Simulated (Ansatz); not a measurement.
Cost and result for the atomization energy of C3H7ClSn (`C[CH](C)[Sn][Cl]`) (12 atoms, 11 bonds).

```xyz
12

C    -1.221   -0.455   -0.326
C     0.270   -0.583   -0.047
C     0.712    0.325    1.092
Sn    1.444   -0.175   -1.869
Cl    0.682    2.075   -2.076
H    -1.562   -1.132   -1.116
H    -1.478    0.564   -0.628
H    -1.809   -0.689    0.570
H     0.502   -1.624    0.209
H     0.155    0.101    2.011
H     1.775    0.217    1.331
H     0.532    1.376    0.850
```

The species carries charge 0 and has multiplicity 1. Correlated methods include outer-core shells of Sn, which these sets cover unevenly. Sn takes the def2 core potential. The structure was optimised at the PBE0-D4/def2-TZVP level. It is one conformer, not always the lowest. Program: Ansatz. All runs use 8 threads of an Arm Neoverse V1 on a shared host. Times are those of one run each, without the atoms' runs, and a repeat can differ threefold. Electronic energies, without spin–orbit coupling; frozen cores. CCSD(T)/CBS adds CCSD(T) − MP2 in def2-TZVPP to the MP2 limit, and its time is that of the two runs behind it. T1 = 0.013. With those shells the extrapolation isn't a true limit. B3LYP takes the VWN-RPA correlation (the form of Gaussian; ORCA's B3LYP/G).

CCSD(T)/CBS is a level of theory with its own doubt, some kJ/mol a heavy atom from the limit and from the frozen cores, so smaller differences don't rank the functionals.

```tsv
level	functions	wall time
LDA (SPW92)/def2-TZVPP	283	1.2 s
BLYP-D4/def2-TZVPP	283	1.9 s
CAM-B3LYP-D4/def2-TZVPP	283	3.3 s
B3LYP-D4/def2-TZVPP (with forces)	283	4.2 s
r2SCAN-D4/def2-TZVPP (with forces)	283	4.4 s
B2PLYP/def2-TZVPP	283	5.5 s
ωB97X-V/def2-TZVPP	283	7 s
B97M-V/def2-TZVPP	283	8 s
CCSD(T)/def2-SVP	121	8 s
ωB97M-V/def2-TZVPP (with forces)	283	10 s
MP2/def2-QZVPP	533	22 s
CCSD(T)/def2-TZVPP	283	4.4 min
CCSD(T)/CBS(def2)	–	4.8 min
```

**Question.** What atomization energy does each give, and how far from CCSD(T)/CBS? (Best estimate.)

**Answer.** The calculation gave: 
| level | atomization (kcal/mol) | difference from CCSD(T)/CBS | per bond |
| --- | --- | --- | --- |
| LDA (SPW92)/def2-TZVPP | 1188.0 | 138.6 | 12.6 |
| BLYP-D4/def2-TZVPP | 1042.5 | -6.9 | -0.6 |
| CAM-B3LYP-D4/def2-TZVPP | 1047.6 | -1.8 | -0.2 |
| B3LYP-D4/def2-TZVPP (with forces) | 1046.5 | -2.9 | -0.3 |
| r2SCAN-D4/def2-TZVPP (with forces) | 1048.3 | -1.1 | -0.1 |
| B2PLYP/def2-TZVPP | 1033.7 | -15.7 | -1.4 |
| ωB97X-V/def2-TZVPP | 1048.2 | -1.2 | -0.1 |
| B97M-V/def2-TZVPP | 1052.3 | 2.9 | 0.3 |
| CCSD(T)/def2-SVP | 994.9 | -54.5 | -4.9 |
| ωB97M-V/def2-TZVPP (with forces) | 1047.3 | -2.1 | -0.2 |
| MP2/def2-QZVPP | 1049.5 | 0.1 | 0.0 |
| CCSD(T)/def2-TZVPP | 1022.6 | -26.8 | -2.4 |
| CCSD(T)/CBS(def2) | 1049.4 | 0.0 | 0.0 |

Leaving LDA and LC-ωPBE aside and taking each functional with its dispersion term where it has one, the values, not all of them listed here, spread over 43.3 kcal/mol, from BHLYP-D4 to PBE-D4. LDA lies +129.9 kcal/mol from PBE without D4, its usual overbinding. From r2SCAN to r2SCAN0 (25 % exact exchange), in def2-TZVPP and without D4, the atomization energy moves by −11.8 kcal/mol: exact exchange takes away binding that semilocal exchange gives to molecules. The D4 term adds +12.4 kcal/mol with B3LYP and +6.5 kcal/mol with PBE0; it sums over pairs of atoms, weighted by their polarisabilities, and B3LYP, whose exchange is more repulsive, gets the larger term.

Spin–orbit coupling would lower the free Sn atoms strongly, and the atomization energy with them, by more than many differences here. For some Ge, Se and Sn compounds the MP2-based and the directly extrapolated limit differ by 10 to 25 kJ/mol.
